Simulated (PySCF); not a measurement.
Species: C3H11AsSSi.
Numbering: `[CH3:1][S:2][CH2:3][CH2:4][SiH2:5][AsH2:6]` (hydrogens: H7, H8, H9 on C1; H10, H11 on C3; H12, H13 on C4; H14, H15 on Si5; H16, H17 on As6)

Computed by this run: PBE0-D3(BJ)/def2-SVP geometry optimisation, gas phase (PySCF 2.14.0); density fitting, grid level 1; the optimiser is geomeTRIC in internal coordinates, started from a GFN2-xTB structure.

Step 0: E = -82811.2076 eV
```
atom  x, y, z in Å  |  force x, y, z in eV/Å
C1      2.1070    1.0531   -0.0712   -0.501  -0.557   0.418
S2      1.4712   -0.0715    1.2020    0.171  -0.081   0.086
C3      0.8915   -1.4527    0.1619    0.085   0.669   0.136
C4     -0.3188   -1.1124   -0.6825    0.023   0.202   0.488
Si5    -1.7350   -0.3413    0.3565    0.583  -0.614  -0.691
As6    -1.4012    1.9508    0.5543    0.458   0.389   0.237
H7      2.6260    1.8499    0.4511    0.209   0.365   0.167
H8      1.2849    1.4719   -0.6530   -0.130   0.233  -0.247
H9      2.8002    0.5156   -0.7121    0.337  -0.126  -0.329
H10     0.6464   -2.2376    0.8767    0.016  -0.324   0.255
H11     1.7417   -1.7801   -0.4410    0.223  -0.265  -0.189
H12    -0.0269   -0.4268   -1.4826   -0.033   0.216  -0.294
H13    -0.6572   -2.0283   -1.1681   -0.322  -0.295  -0.246
H14    -2.9808   -0.7286   -0.3311   -0.486   0.089  -0.156
H15    -1.7412   -1.0126    1.6647    0.000  -0.082   0.508
H16    -2.7796    2.1607    1.0957   -0.555   0.137   0.344
H17    -1.9352    2.2021   -0.8311   -0.077   0.042  -0.485
```

**Question.** Estimate the geometry and energy of step 1. (The exact step hangs on the optimiser's Hessian estimate; all steps are aligned on step 0, rigid shifts and turns removed.)

**Answer.** E = -82811.3175 eV, largest force 0.226 eV/Å
```
atom  x, y, z in Å  |  force x, y, z in eV/Å
C1      2.1111    1.0181   -0.0281    0.114   0.019  -0.056
S2      1.5642   -0.1632    1.2170   -0.055   0.022  -0.036
C3      0.9444   -1.4883    0.1431    0.037  -0.098   0.112
C4     -0.2852   -1.1275   -0.6790   -0.054   0.017  -0.099
Si5    -1.6860   -0.3261    0.3293   -0.082   0.049   0.160
As6    -1.4986    2.0410    0.5124   -0.170   0.021  -0.147
H7      2.6174    1.8381    0.5027   -0.038  -0.039  -0.016
H8      1.2744    1.4475   -0.6010    0.004  -0.004   0.032
H9      2.8309    0.5473   -0.7179   -0.026   0.053   0.025
H10     0.7115   -2.3044    0.8489    0.000   0.044  -0.056
H11     1.7719   -1.8473   -0.4951   -0.048   0.016   0.020
H12    -0.0128   -0.4553   -1.5115   -0.020  -0.004   0.016
H13    -0.6853   -2.0404   -1.1586   -0.001   0.060   0.029
H14    -3.0118   -0.6379   -0.3018    0.094  -0.073  -0.021
H15    -1.6846   -0.8913    1.7176   -0.023  -0.006  -0.063
H16    -2.9059    2.1693    1.1211    0.186  -0.070  -0.076
H17    -2.0628    2.2321   -0.9090    0.081  -0.008   0.175
```

The energy changes by -0.1099 eV. The first-order estimate −F·Δx gives -0.2765 eV and the mean of the old and new forces, exact on a quadratic surface, -0.1073 eV. The step makes an angle of 72° with the force vector and moves no atom by more than 0.152 Å.

What follows is the cost of the whole optimisation. Time: 54 s; peak memory 0.77 GiB. Hardware: one thread of an Intel Xeon Platinum 8488C, shared host with 96 logical CPUs at a one-minute load of 50.
